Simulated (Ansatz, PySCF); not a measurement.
Species: AlOCl (charge 0, singlet). SMILES: [O]=[Al][Cl]
Geometry: optimised at B3LYP-D3(BJ)/def2-TZVP (Ansatz, a first-principles code).

Quantity: enthalpy of formation at 298 K, in kcal/mol. Conventions: spin-orbit terms left out; 6-311+G** with 5d, 6d on Na to Ar in Ansatz; frozen cores in correlated levels; non-relativistic; dispersion terms only where a functional's name holds one; LANL2DZ with its own core potentials from Na on; 6-31G* and kin with 6d, 5d where marked; UHF or UKS for open shells. CBS marks a two-point X^-3 extrapolation of the correlation energy; Hartree-Fock from the larger set. Ab initio and DFT rows: single points at B3LYP-D3(BJ) geometries (Ansatz), with unscaled harmonic terms from B3LYP/6-31G* (Ansatz) at its own minima, enthalpies of formation by atomisation with measured atoms.

Coupled cluster (Ansatz) is a level with limits of its own, used here on species with T1 under 0.025 (0.045 for open shells) and stable references: CCSD(T)/CBS(cc-pV(T+d)Z,cc-pV(Q+d)Z).

Value to compare with, CCSD(T)/CBS(cc-pV(T+d)Z,cc-pV(Q+d)Z) (Ansatz): -58.8 kcal/mol.

```csv
level,program,enthalpy of formation at 298 K (kcal/mol),difference
HF/STO-3G,Ansatz,22.2,81.0
HF/LANL2DZ,Ansatz,90.7,149.5
HF/6-311+G**,Ansatz,46.6,105.4
PBE/6-311+G**,Ansatz,-55.8,3.0
BLYP/6-31G*,Ansatz,-48.0,10.8
BP86/def2-SVP,PySCF,-58.9,-0.1
B3LYP/3-21G,Ansatz,-16.1,42.7
B3LYP/6-31G,Ansatz,-2.9,55.9
B3LYP/def2-SVP,Ansatz,-44.5,14.3
PBE0/6-311+G**,Ansatz,-40.4,18.4
MP2/STO-3G,Ansatz,-42.5,16.3
MP2/LANL2DZ,Ansatz,3.4,62.2
MP2/6-31G*,Ansatz,-46.4,12.4
B3LYP-D3(BJ)/def2-TZVPD,Ansatz + dftd3,-50.9,7.9
wB97X-V/def2-TZVPD,Ansatz,-53.4,5.4
```

Among the 13 habitual levels, HF/LANL2DZ lies farthest from CCSD(T)/CBS(cc-pV(T+d)Z,cc-pV(Q+d)Z) (Ansatz) (149.5 kcal/mol) and BP86/def2-SVP nearest (-0.1); 12 of 13 lie above it, and their mean absolute difference is 44.0 kcal/mol, the median 18.4. One case shows no general order.

The levels are drawn from those run, B3LYP/6-31G* more often than the rest, none by its result; left out are runs that failed, that the program found above a lower state of the same kind, or whose <S^2> lies over 0.5 above the pure value.
